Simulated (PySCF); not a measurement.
A structure optimised at r2SCAN-D4/def2-SVP, used in a PySCF frequency run:

```xyz
11

W     -0.1726     0.1814     0.0000
N     -0.2560    -1.5658     0.0000
C      0.2588    -2.8915     0.0000
H      1.3648    -2.8827     0.0000
H     -0.0868    -3.4443     0.8910
H     -0.0868    -3.4443    -0.8910
S      1.9268     0.6906     0.0000
O     -1.0081     0.8168    -1.5811
H     -1.4397     0.2704    -2.2502
O     -1.0081     0.8168     1.5811
H     -1.4397     0.2704     2.2502
```

**Question.** Write its SMILES, formula and point group.

**Answer.** C[N]=[W]([OH])([OH])=[S], CH₅NO₂SW, Cs

**Question.** What are its rotational constants (standard atomic weights)?

**Answer.** 1.9717, 1.6787, 1.3521 GHz
